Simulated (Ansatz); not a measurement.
Basis-set extrapolation for `CCCc1ccccc1` (PBE0-D4/def2-TZVP geometry, frozen core, Ansatz 0.2.0). Multiplicity 1, RHF reference.

```tsv
	def2-TZVPP	def2-QZVPP
HF	-347.932821	-347.947883
MP2 correlation	-1.474977	-1.566945
CCSD(T) correlation	-1.602243	not run
```

Energies in hartree. Use E(X) = E(∞) + A·exp(−7.88·√X) for Hartree–Fock and E(X) = E(∞) + B·X^(−2.97) for correlation, with X = 3 and 4, and add CCSD(T) minus MP2 of the smaller set to the MP2 limit.

What is the CCSD(T) energy at the basis-set limit?

HF limit: -347.947883 + (-0.015062) × 0.13774 = -347.94996. MP2 limit: -1.566945 + (-0.091968) × 0.74074 = -1.63507. Higher-order term: -1.602243 − (-1.474977) = -0.12727. Total: -349.71230 hartree, 4.82 eV below CCSD(T)/def2-TZVPP.
